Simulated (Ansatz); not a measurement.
Molecule: GeTe (charge -1, doublet). SMILES of the parent species: [Ge]=[Te]
Structure (B3LYP-D3(BJ)/def2-TZVP (Ansatz, a program for electronic structure) minimum search):
```xyz
2

Ge     0.0000     0.0000    -1.5451
Te     0.0000     0.0000     0.9508
```
Charge -1, spin multiplicity 2.

### Question
Give the harmonic wavenumbers at B3LYP-D3(BJ)/def2-TZVP (Ansatz, finite differences of forces, unscaled).

### Answer
257 cm⁻¹. Zero-point energy 0.4 kcal/mol.

### Question
From these and the geometry, give the ideal-gas thermochemistry at 298.15 K and 1 atm (rigid rotor, harmonic oscillator).

### Answer
Point group C∞v, rotational symmetry number 1. Rotational constants 1.753, 1.753 GHz. S(trans) 41.79, S(rot) 18.23, S(vib) 1.68, S(elec, spin only) 1.38, S 63.1 cal/(mol K). H(298) - H(0) 2.37 kcal/mol; G - E(el) -16.1 kcal/mol.
